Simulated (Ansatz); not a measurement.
**GeH6Si2: structure from calculated spectroscopic constants**

These gas-phase data were calculated for one isomer of GeH6Si2 at PBE-D3(BJ)/def2-SVP (harmonic, unscaled wavenumbers; equilibrium rotational constants with average atomic masses):

| Quantity | Value |
| --- | --- |
| rotational constants | 4.966, 3.067, 2.044 GHz |
| all wavenumbers above 1500 cm⁻¹ | 2187, 2179, 2154, 2153, 2101, 2072 |
| dipole moment | 0.03 D (PBE0/def2-TZVPD) |

Candidates:

(1) `[SiH2]1[SiH2][GeH2]1`, a singlet
(2) `[SiH3][Ge][SiH3]`, a singlet

Which structure fits? Where the bands don't settle it, estimate the moments of inertia from typical bond lengths.

Candidate (1). The rotational constants decide: (2) would give 4.23, 2.557, 1.654 GHz.

The same quantities for all candidates:

```
     rotational constants (GHz)         wavenumbers above 1500 cm⁻¹  dipole (D)  E above the lowest, PBE-D3(BJ)/def2-SVP (kcal/mol)
(1)         4.966, 3.067, 2.044  2187, 2179, 2154, 2153, 2101, 2072        0.03                                                 0.0
(2)          4.23, 2.557, 1.654  2152, 2149, 2134, 2133, 2094, 2093        0.53                                                 5.2
```

Harmonic stretches to hydrogen usually lie a few per cent above observed fundamentals. Programs: Ansatz 0.2.0.
